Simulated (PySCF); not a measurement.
PySCF job for C5H4O2, SMILES C=C=C1OCC1=O, PBE0/pcSseg-1. Coordinates come from a PBE0-D3(BJ)/def2-SVP optimisation. The structure was generated by enumeration, and PubChem lists no compound with its InChIKey, so it may never have been made.

```python
import numpy as np
from pyscf import gto, scf, dft
from pyscf.prop.nmr import rks as nmr

mol = gto.M(
    atom='''
    C    -0.16704741   -2.83765974    0.00000000
    C     0.08506408   -1.55666009    0.00000000
    C     0.26087774   -0.25543940    0.00000000
    O     1.41889704    0.50089063   -0.00000000
    C     0.70250871    1.74987325   -0.00000000
    C    -0.61209462    0.96305635   -0.00000000
    O    -1.77566100    1.21446931    0.00000000
    H    -0.27570963   -3.39939462   -0.93584274
    H    -0.27570963   -3.39939463    0.93584273
    H     0.89484000    2.34844374   -0.90494758
    H     0.89484000    2.34844375    0.90494759
    ''',
    basis='pcSseg-1',
    charge=0,
    spin=0,
    max_memory=1600,
    verbose=3,
)
mf = dft.RKS(mol, xc='pbe0')
mf.grids.level = 3
mf.conv_tol = 1e-10
mf.max_cycle = 100
mf.kernel()
n = nmr.NMR(mf)
n.verbose = 2
n.max_cycle_cphf = 60
sigma = n.kernel()
print('atom   isotropic/ppm   span/ppm')
for i, s in enumerate(sigma):
    w = np.linalg.eigvalsh((s + s.T) / 2)
    print(f'{mol.atom_symbol(i):2s}{i + 1:3d} {w.mean():14.3f} {w[2] - w[0]:11.3f}')
```

Output:

```
converged SCF energy = -342.847018338474
atom   isotropic/ppm   span/ppm
C   1         85.571     172.695
C   2        -23.052      80.937
C   3         36.773      74.065
O   4        252.261     107.617
C   5         94.246      93.860
C   6         -7.968     171.742
O   7       -283.966    1098.803
H   8         25.169       4.186
H   9         25.169       4.186
H  10         26.299       6.768
H  11         26.299       6.768
```

The calculation finished and met its thresholds.

Cost: very roughly 40 core-seconds.
